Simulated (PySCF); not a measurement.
# Tc²⁺ (technetium, charge +2) across methods

[Kr] 4d4 5s1, high-spin 6D determinant (an excited configuration). All numbers are calculated (PySCF 2.14, scalar relativity by spin-free X2C-1e, in aug-cc-pVTZ-DK).

```
method  E (hartree)  mean ε 4p β (eV)  mean ε 4d α (eV)  mean ε 5s α (eV)  Σ⟨r²⟩ (bohr²)   ⟨S²⟩
  MN15     -4287.03           -67.190           -29.439           -21.970          35.03  8.751
   UHF  -4281.99159           -72.130           -33.601           -23.293          35.39  8.753
  PBE0     -4283.83           -66.013           -28.820           -21.526          35.08  8.751
 B97-3     -4283.83           -66.354           -28.714           -21.360          35.06  8.751
   PBE     -4283.75           -63.481           -26.952           -20.785          35.13  8.751
   LDA     -4279.21           -63.791           -26.974           -21.102          35.13  8.750
 TPSSh     -4283.98           -64.735           -27.743           -20.915          35.11  8.751
```

**Question.** Estimate the same row for r2SCAN.

**Answer.** E (hartree) = -4284.15; mean ε 4p β (eV) = -64.320; mean ε 4d α (eV) = -27.488; mean ε 5s α (eV) = -20.999; Σ⟨r²⟩ (bohr²) = 35.04; ⟨S²⟩ = 8.751.
